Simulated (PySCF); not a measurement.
Si(F)3(Et), C₂H₅F₃Si, SMILES F[Si](F)(F)CC, singlet at its PBE0/def2-SVP optimised geometry (Å):

```
11

C     -0.7783    -1.7051    -1.4604
C     -1.1798    -0.2300    -1.4283
Si    -0.4882     0.6990     0.0000
F     -0.9416     0.0668     1.4050
F     -0.9592     2.2329     0.0000
F      1.1176     0.6990     0.0000
H      0.3142    -1.8231    -1.5215
H     -1.1176    -2.2329    -0.5563
H     -1.2174    -2.2171    -2.3294
H     -0.8579     0.2903    -2.3469
H     -2.2772    -0.1178    -1.3904
```

Calculation: PySCF 2.14.0 with PBE0/def2-TZVP. Cells within 0.4 Å of a nucleus heavier than hydrogen are left out (blank, or x).

Map of the HOMO amplitude (bohr^(-3/2)) on the plane z = 1.2 Å; orbital energy -9.58 eV, overall sign arbitrary:

```
|88888888888888888888888888888|
|88888888888888888888888888888|
|88888888889998888888888888888|
|88888888899999988888888888888|
|88888888999999998888888888888|
|88888889999999999888888888888|
|88888889999999999998888888888|
|88888888999999999999988888888|
|88888888999999999999998888888|
|88888888899999999999999888888|
|88888888888899999999999888888|
|88888888888889999999999888888|
|88888888887788999999999888888|
|88888888873x58899999999888888|
|88888888860xx7899999998888888|
|88888888863157888999998888888|
|88888888877678888888888888888|
|88888888888888888888888888888|
|88888888888888888888888888888|
|88888888888888888888888888888|
|88888888888888888888888888888|
|88888888888888888888888888888|
|88888888888888888888888888888|
|88888888888888888888888888888|
|88888888888888888888888888888|
|88888888888888888888888888888|
|88888888888888888888888888888|
|88888888888888888888888888888|
|88888888888888888888888888888|
```
Scale: ten equal steps from -0.086 (start of '0') to 0.012 (end of '9'), in the order '0123456789'; x runs from -4.50 to 4.50, y from -4.50 (bottom) to 4.50 (top).
